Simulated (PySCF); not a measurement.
# What the low excited states add to the polarisability

Compound: C5H5NO.
SMILES with atom numbers: `[N:1]#[C:2][CH2:3]/[CH:4]=[CH:5]/[CH:6]=[O:7]` (hydrogens: H8, H9 on C3; H10 on C4; H11 on C5; H12 on C6)

Computed with TDDFT PBE0/def2-SVPD, vertical, gas phase, core orbitals frozen in the response in PySCF 2.14.0, density-fitted response routines. Geometry: GFN2-xTB, one conformer, isolated molecule. Torsions of this conformer, `[N:1]#[C:2][CH2:3]/[CH:4]=[CH:5]/[CH:6]=[O:7]`: C2–C3–C4–C5 -122°, C4–C5–C6–O7 178°.

Computed singlets:

```
state  E (eV)       f
   S1    3.62  0.0003
   S2    6.21   0.530
   S3    6.60   0.011
   S4    6.72   0.022
   S5    6.78  0.0065
   S6    7.34  0.0098
   S7    7.50   0.016
   S8    7.53   0.052
```

How much of the mean static polarisability do these states give, one by one?

Each state adds f / ΔE² (ΔE in hartree, 27.2114 eV).

```tsv
state	f/ΔE² (au)	running sum (au)	running share of α (%)
S1	0.02	0.02	0.0
S2	10.19	10.21	14.8
S3	0.18	10.39	15.1
S4	0.36	10.75	15.6
S5	0.10	10.85	15.8
S6	0.13	10.99	16.0
S7	0.21	11.19	16.3
S8	0.68	11.87	17.2
```

The full response gives 68.86 au (10.20 Å³), so 57.0 au comes from the higher roots of the same equations.

By how much does the contribution of these states grow at 632.8 nm?

With ω = 0.0720 hartree each state's term in the mean polarisability goes from f / ΔE² to f / (ΔE² − ω²); the sum over all 8 states goes from 11.87 to 13.14 au, a rise of 1.27 au.

The largest single term belongs to S2, which also has the largest f.
